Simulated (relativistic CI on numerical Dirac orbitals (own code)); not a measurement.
# Calculated levels, Sn VIII

Computed by Dirac-Coulomb-Breit CI, KLI orbitals optimised for each configuration, a model potential for QED, unscaled Slater integrals (own radial code, finite nucleus).

Configuration list (outside the closed core [Ar] 3d10): 4s2.4p6.4d7, 4s2.4p6.4d6.5s, 4s2.4p6.4d6.4f, 4s2.4p5.4d8, 4s2.4p6.4d6.5p, 4s.4p6.4d8, 4s2.4p6.4d5.5s.5p, 4s2.4p6.4d6.5d, 4s2.4p6.4d5.4f.5s, 4s2.4p5.4d7.4f, 4s2.4p6.4d6.6s, 4s2.4p6.4d6.6p, 4s2.4p6.4d6.5f, 4s2.4p6.4d6.6d, 4s2.4p6.4d6.7s, 4s2.4p6.4d6.7p, 4s2.4p5.4d7.5s, 4s.4p6.4d7.4f, 4s2.4p6.4d6.6f, 4s2.4p6.4d6.7f, 4s2.4p5.4d7.5d, 4s2.4p6.4d5.5s2, 4s2.4p6.4d4.4f.5s2, 4s2.4p6.4d4.5s2.5p, 4s2.4p6.4d4.5s2.5d, 4p6.4d9, 4p5.4d10. Double excitations out of closed p, d and f shells are left out; levels of such configurations are missing from the list, as are those of other unlisted configurations, and high levels can miss mixing partners. These lack a partner that the ground configuration has and come out too high: 4s2.4p5.4d7.4f, 4s2.4p5.4d7.5s, 4s2.4p5.4d7.5d.

The lowest level is 4s2.4p6.4d7 4F_9/2, with 93 % of that term; Hund's rules for 4s2.4p6.4d7 give 4F with J = 9/2, in agreement.

| No. | Configuration | Term | J | E (cm⁻¹) | % | Landé g |
| --- | --- | --- | --- | --- | --- | --- |
| 1 | 4s2.4p6.4d7 | 4F | 9/2 | 0 | 93 | 1.320 |
| 2 | 4s2.4p6.4d7 | 4F | 7/2 | 6858 | 97 | 1.233 |
| 3 | 4s2.4p6.4d7 | 4F | 5/2 | 10565 | 94 | 1.036 |
| 4 | 4s2.4p6.4d7 | 4F | 3/2 | 12711 | 89 | 0.445 |
| 5 | 4s2.4p6.4d7 | 4P | 3/2 | 22628 | 53 | 1.513 |
| 6 | 4s2.4p6.4d7 | 2G | 9/2 | 24695 | 74 | 1.081 |
| 7 | 4s2.4p6.4d7 | 4P | 5/2 | 24936 | 94 | 1.579 |
| 8 | 4s2.4p6.4d7 | 4P | 1/2 | 28430 | 76 | 2.210 |
| 9 | 4s2.4p6.4d7 | 2G | 7/2 | 31315 | 95 | 0.899 |
| 10 | 4s2.4p6.4d7 | 2H | 11/2 | 32548 | 99 | 1.090 |
| 11 | 4s2.4p6.4d7 | 4P | 3/2 | 35192 | 40 | 1.336 |
| 12 | 4s2.4p6.4d7 | 2D | 5/2 | 39073 | 91 | 1.207 |
| 13 | 4s2.4p6.4d7 | 2P | 1/2 | 39920 | 76 | 1.125 |
| 14 | 4s2.4p6.4d7 | 2H | 9/2 | 39966 | 79 | 0.950 |
| 15 | 4s2.4p6.4d7 | 2D | 3/2 | 49350 | 65 | 0.969 |
| 16 | 4s2.4p6.4d7 | 2F | 5/2 | 53175 | 95 | 0.868 |
| 17 | 4s2.4p6.4d7 | 2F | 7/2 | 56820 | 96 | 1.137 |
| 18 | 4s2.4p6.4d7 | 2D | 3/2 | 86728 | 98 | 0.800 |
| 19 | 4s2.4p6.4d7 | 2D | 5/2 | 89630 | 96 | 1.193 |
| 20 | 4d6(5D).5s | 6D | 9/2 | 327800 | 96 | 1.546 |
| 21 | 4d6(5D).5s | 6D | 7/2 | 331884 | 96 | 1.578 |
| 22 | 4d6(5D).5s | 6D | 5/2 | 334144 | 95 | 1.648 |
| 23 | 4d6(5D).5s | 6D | 3/2 | 335773 | 94 | 1.853 |
| 24 | 4d6(5D).5s | 6D | 1/2 | 336752 | 95 | 3.294 |
| 25 | 4d6(5D).5s | 4D | 7/2 | 346159 | 92 | 1.410 |
| 26 | 4d6(5D).5s | 4D | 5/2 | 350487 | 91 | 1.371 |
| 27 | 4d6(5D).5s | 4D | 3/2 | 352647 | 89 | 1.198 |
| 28 | 4d6(5D).5s | 4D | 1/2 | 354208 | 92 | 0.056 |
| 29 | 4d6(3H).5s | 4H | 9/2 | 360247 | 36 | 1.137 |
| 30 | 4d6(3H).5s | 4H | 7/2 | 361351 | 51 | 0.853 |

Energies count from the lowest computed level. Percentages are summed over parent terms; the parents shown are those of the largest component, closed shells are left out there.

The mean weight of the leading LS term, summed over parents, in these 30 levels is 84 %, and that of the leading jj configuration (from the same eigenvectors) 61 %, so LS coupling describes them better.

At this charge configurations can still be misplaced by up to about 7 % of their energy. Terms inside the open d or f shell come out 10 to 20 % too wide with unscaled integrals.

Landé's interval rule says that E(J) − E(J−1) = AJ with one A. For the ground term the intervals give A = -858.3, -1059.1, -1524.0 cm⁻¹ for J = 5/2, 7/2, 9/2; the multiplet is inverted.

LS names give the leading component of a level, which can be under half, so a name can repeat, a term be missing and a line seem to break the LS rules.
